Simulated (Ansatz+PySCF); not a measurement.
A calculation with PySCF 2.14.0.

```python
from pyscf import gto, scf

mol = gto.M(atom="""
Zr 0.000000 0.000000 0.000000
F 1.181710 1.181710 1.181710
F 1.181710 -1.181710 -1.181710
F -1.181710 1.181710 -1.181710
F -1.181710 -1.181710 1.181710
""", basis='def2-svp', ecp={'Zr': 'def2-svp'}, charge=0, spin=0)
mf = scf.UHF(mol)
mf.init_guess = 'huckel'
mf.kernel()
while True:  # follow internal instabilities
    mo, _, stable, _ = mf.stability(return_status=True)
    if stable: break
    mf.kernel(mf.make_rdm1(mo, mf.mo_occ))
print(mf.converged, mf.e_tot, mf.spin_square()[0])
```

The script is written out from the run's settings. The basis set brings a core potential for Zr, so the total leaves out those core electrons.

Results

```yaml
Converged: yes
Total_energy: -444.25417 hartree
Spin_squared_of_the_determinant: 0.000
```

Caution: other spin multiplicities were not run.
